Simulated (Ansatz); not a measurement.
Reading a saddle point

A first-order saddle point of CH$_{7}$BrSi, closed shell, PBE0-D4/def2-TZVP, with one imaginary mode of 460i cm⁻¹:

```xyz
10
angstrom
Si -1.0161 0.2220 -0.2540
Br -0.0431 -2.0632 -1.4842
H -1.1092 0.6666 -1.6521
H -1.1702 1.4647 0.5676
H -1.9241 -0.7609 0.3547
H 0.5453 -0.6662 -0.2525
C 0.9759 0.1886 0.5296
H 1.2131 1.1850 0.1615
H 1.8847 -0.4225 0.4633
H 0.6438 0.1860 1.5661
```

Program: Ansatz 0.2.0. Basis: def2-TZVPP and def2-QZVPP. Cores are frozen in the correlated methods. Filled d shells of the heavier atoms are correlated. The def2 sets are not built for correlating such inner shells, so the correlated values are less sure here. Extrapolation: Hartree–Fock as exp(−7.88 √X), correlation as X^−2.97.

Task: Which contacts change along the imaginary mode, and what lies on either side? (Judge from chemistry; the calculation decides.)

Result: By the calculation: The step is SiH₃Br ([SiH3][Br]) + CH₄ → CH₆Si ([CH3][SiH3]) + HBr, with the molecules in contact on both sides. Shortening one way: Si1–C7, Br2–H6; lengthening the same way: Si1–Br2, H6–C7.
```tsv
pair	one side (Å)	saddle (Å)	other side (Å)
Si1–C7	4.30	2.14	1.87
Br2–H6	3.27	1.95	1.43
Si1–Br2	2.22	2.77	4.30
H6–C7	1.09	1.24	3.20
```

Task: Which side is lower, and how far does the saddle lie above each? (To be estimated.)

Result: Computed: The side with Si1–Br2, H6–C7 short is lower by 95.8 kJ/mol; the saddle lies 263.7 kJ/mol above it and 167.9 kJ/mol above the other (CCSD(T) at an estimated basis limit (MP2 extrapolated from triple and quadruple zeta, plus CCSD(T) − MP2 in triple zeta); electronic energies).

T1 diagnostic: at most 0.010. The start structure is not quite a true minimum (one mode of 31i cm⁻¹).

Labels in which every atom is bracketed show which atoms are joined, not bond orders.

For scale, one of the runs: CCSD(T)/def2-TZVPP, 219 basis functions, launched by `ansatz run in.yaml --threads 4 --pin off --events-out ev --progress --plain --max-ram 9574MiB`. The run took 83 s on 4 CPU threads of an Arm Neoverse V2 (shared host), with 3.2 GiB of host memory at its peak.
